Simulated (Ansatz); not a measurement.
`[AlH2][O]CS`, relaxed with RKS PBE0-D4/def2-TZVP in Ansatz 0.2.0 from a PBE-D4/def2-SVP geometry. The force threshold is 0.005 eV/Å; the program also tests the step.

Total charge 0; spin multiplicity 1.

Start:

```xyz
9

Al   -0.022    1.203    0.808
O    -1.111    0.359   -0.368
C    -0.379   -0.590   -0.992
S     1.270   -0.879    0.023
H     0.783    2.467    0.253
H    -0.403    0.995    2.346
H    -0.863   -1.591   -1.062
H     0.035   -0.309   -1.992
H     0.691   -1.654    0.985
```

```
step  energy (eV)  largest force (eV/Å)  largest move (Å)
   1  -20590.1888                 0.651             0.000
   2  -20590.2336                 0.405             0.036
   3  -20590.2445                 0.268             0.056
   4  -20590.2451                 0.090             0.082
   5  -20590.2497                 0.049             0.057
   6  -20590.2501                 0.034             0.008
   7  -20590.2503                 0.004             0.008
```

End:

```xyz
9

Al   -0.038    1.181    0.799
O    -1.098    0.345   -0.348
C    -0.347   -0.595   -0.976
S     1.234   -0.870    0.016
H     0.772    2.424    0.236
H    -0.388    1.011    2.335
H    -0.839   -1.568   -1.065
H     0.033   -0.289   -1.961
H     0.671   -1.639    0.963
```

Run time 38 s (2 threads of an AMD EPYC 7R43 on a shared host); peak host memory 0.4 GiB.
